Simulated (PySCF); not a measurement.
B(Cl)(H)(SiH3) (BClH4Si), SMILES [SiH3]BCl. Atoms are numbered in the order given.

```xyz
7

B     -0.7583     0.1757     0.0000
Cl     0.1798     1.6514     0.0000
H     -1.9395     0.3160     0.0000
Si     0.1230    -1.6375     0.0000
H     -0.3247    -2.3917     1.1996
H     -0.3247    -2.3917    -1.1996
H      1.6023    -1.5601     0.0000
```

Coordinates come from a B3LYP-D3(BJ)/def2-TZVP optimisation.

All values below come from HF/pcSseg-2 in PySCF.

GIAO shieldings, no solvent; atoms alike by connectivity are averaged. δ = σ(ref) − σ: ¹¹B against BF3 (σ = 104.0 ppm); ³⁵Cl against HCl (σ = 947.2 ppm); ¹H against TMS (σ = 31.98 ppm); ²⁹Si against TMS (σ = 383.2 ppm), references at their B3LYP-D3(BJ)/def2-TZVP geometries, non-relativistic (without spin–orbit terms, shifts of atoms bonded to Cl or Br come out too high).

```csv
nucleus,atoms,count,δ (ppm)
¹¹B,B1,1,83.7
³⁵Cl,Cl2,1,284.2
¹H,H3,1,8.00
¹H,"H5, H6, H7",3,3.63
²⁹Si,Si4,1,-88.2
```
